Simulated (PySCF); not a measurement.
Bonds (- single, = double, # triple, : aromatic): F1-P2 1.624 Å, P2-F3 1.624 Å, P2-Si4 2.306 Å. Si4 carries H5, H6, H7.

- coordinates at the PBE0-D3(BJ)/def2-SVP level
- GIAO CAM-B3LYP/pcSseg-2 shieldings
- program: PySCF
- one computed conformer, non-relativistic Hamiltonian, isolated molecule, one averaged value for each set of equivalent atoms

δ = σ(ref) − σ, references computed at the same level: TMS for ¹H (σ = 31.34 ppm), ²⁹Si (σ = 328.96 ppm); CFCl3 for ¹⁹F (σ = 186.01 ppm); ³¹P (σ = 283.70 ppm) against H3PO4.

```tsv
atoms	nucleus	count	δ (ppm)
F1/F3	¹⁹F	2	?
Si4	²⁹Si	1	?
H5/H6/H7	¹H	3	3.83
P2	³¹P	1	361.7
```

Fill in the missing shifts.

Answers


- F1/F3: -116.3 ppm, fluorine bonded to P
- Si4: -78.9 ppm, silicon bonded to P, 3 H

Unscaled 19F shifts against computed CFCl3 carry errors that often reach 10 to 50 ppm. Experimental scales use liquid or dissolved standards, which lie at an offset from isolated H3PO4.
